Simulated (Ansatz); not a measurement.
WO2⁻. Total charge -1; doublet. Geometry PBE0-D4/def2-TZVPD.

```xyz
3

W     0.277    1.038    0.524
O     0.089   -0.874    0.320
O    -0.366   -0.164   -0.844
```

In the def2 sets W takes a core potential; there is no spin–orbit coupling. B3LYP takes the VWN-RPA correlation. The structure holds 1 bond(s) between oxygen atoms. At PBE-D4/def2-TZVPD, r2SCAN-D4/def2-TZVPD, B3LYP-D4/def2-TZVPD, PBE0-D4/def2-TZVPD and others the charge -1 doublet is spin-contaminated (final ⟨S²⟩ up to 1.88, 0.75 for a pure state). At PBE-D4/def2-TZVPD, r2SCAN-D4/def2-TZVPD, B3LYP-D4/def2-TZVPD, PBE0-D4/def2-TZVPD the highest occupied level of the charge -1 doublet lies above zero (up to 1.58 eV). The electron is either unbound and held by the finite basis, or the level is raised by self-interaction error. Another isomer (doublet) lies 6.36 eV lower at PBE0-D4/def2-TZVPD; other spin states weren't run for this one.

(1) Estimate the α-spin orbital energies around the gap (eV) in Ansatz with PBE-D4/def2-TZVPD, r2SCAN-D4/def2-TZVPD, B3LYP-D4/def2-TZVPD, PBE0-D4/def2-TZVPD, BHLYP-D4/def2-TZVPD.

## Answers

(1) 
```json
{"orbital": "HOMO−5", "PBE-D4/def2-TZVPD": "-5.21", "r2SCAN-D4/def2-TZVPD": "-5.48", "B3LYP-D4/def2-TZVPD": "-6.54", "PBE0-D4/def2-TZVPD": "-6.89", "BHLYP-D4/def2-TZVPD": "-8.26"}
{"orbital": "HOMO−4", "PBE-D4/def2-TZVPD": "-2.67", "r2SCAN-D4/def2-TZVPD": "-2.78", "B3LYP-D4/def2-TZVPD": "-3.63", "PBE0-D4/def2-TZVPD": "-3.86", "BHLYP-D4/def2-TZVPD": "-5.03"}
{"orbital": "HOMO−3", "PBE-D4/def2-TZVPD": "-0.92", "r2SCAN-D4/def2-TZVPD": "-1.08", "B3LYP-D4/def2-TZVPD": "-2.04", "PBE0-D4/def2-TZVPD": "-2.28", "BHLYP-D4/def2-TZVPD": "-3.71"}
{"orbital": "HOMO−2", "PBE-D4/def2-TZVPD": "0.31", "r2SCAN-D4/def2-TZVPD": "0.17", "B3LYP-D4/def2-TZVPD": "-0.31", "PBE0-D4/def2-TZVPD": "-0.44", "BHLYP-D4/def2-TZVPD": "-1.47"}
{"orbital": "HOMO−1", "PBE-D4/def2-TZVPD": "1.29", "r2SCAN-D4/def2-TZVPD": "0.96", "B3LYP-D4/def2-TZVPD": "0.22", "PBE0-D4/def2-TZVPD": "-0.05", "BHLYP-D4/def2-TZVPD": "-1.30"}
{"orbital": "HOMO", "PBE-D4/def2-TZVPD": "1.34", "r2SCAN-D4/def2-TZVPD": "0.97", "B3LYP-D4/def2-TZVPD": "0.26", "PBE0-D4/def2-TZVPD": "0.01", "BHLYP-D4/def2-TZVPD": "-1.04"}
{"orbital": "LUMO", "PBE-D4/def2-TZVPD": "2.00", "r2SCAN-D4/def2-TZVPD": "2.23", "B3LYP-D4/def2-TZVPD": "2.65", "PBE0-D4/def2-TZVPD": "2.85", "BHLYP-D4/def2-TZVPD": "3.51"}
{"orbital": "LUMO+1", "PBE-D4/def2-TZVPD": "2.42", "r2SCAN-D4/def2-TZVPD": "2.54", "B3LYP-D4/def2-TZVPD": "2.85", "PBE0-D4/def2-TZVPD": "2.99", "BHLYP-D4/def2-TZVPD": "3.65"}
{"orbital": "LUMO+2", "PBE-D4/def2-TZVPD": "2.42", "r2SCAN-D4/def2-TZVPD": "2.93", "B3LYP-D4/def2-TZVPD": "3.30", "PBE0-D4/def2-TZVPD": "3.65", "BHLYP-D4/def2-TZVPD": "4.03"}
{"orbital": "LUMO+3", "PBE-D4/def2-TZVPD": "3.27", "r2SCAN-D4/def2-TZVPD": "3.61", "B3LYP-D4/def2-TZVPD": "3.55", "PBE0-D4/def2-TZVPD": "3.68", "BHLYP-D4/def2-TZVPD": "4.86"}
{"orbital": "LUMO+4", "PBE-D4/def2-TZVPD": "3.84", "r2SCAN-D4/def2-TZVPD": "4.46", "B3LYP-D4/def2-TZVPD": "4.22", "PBE0-D4/def2-TZVPD": "4.40", "BHLYP-D4/def2-TZVPD": "4.91"}
{"orbital": "LUMO+5", "PBE-D4/def2-TZVPD": "3.97", "r2SCAN-D4/def2-TZVPD": "4.51", "B3LYP-D4/def2-TZVPD": "4.55", "PBE0-D4/def2-TZVPD": "4.75", "BHLYP-D4/def2-TZVPD": "5.42"}
{"orbital": "β HOMO", "PBE-D4/def2-TZVPD": "1.58", "r2SCAN-D4/def2-TZVPD": "1.10", "B3LYP-D4/def2-TZVPD": "0.49", "PBE0-D4/def2-TZVPD": "0.18", "BHLYP-D4/def2-TZVPD": "-0.81"}
{"orbital": "β LUMO", "PBE-D4/def2-TZVPD": "2.38", "r2SCAN-D4/def2-TZVPD": "2.78", "B3LYP-D4/def2-TZVPD": "2.79", "PBE0-D4/def2-TZVPD": "3.09", "BHLYP-D4/def2-TZVPD": "3.55"}
```
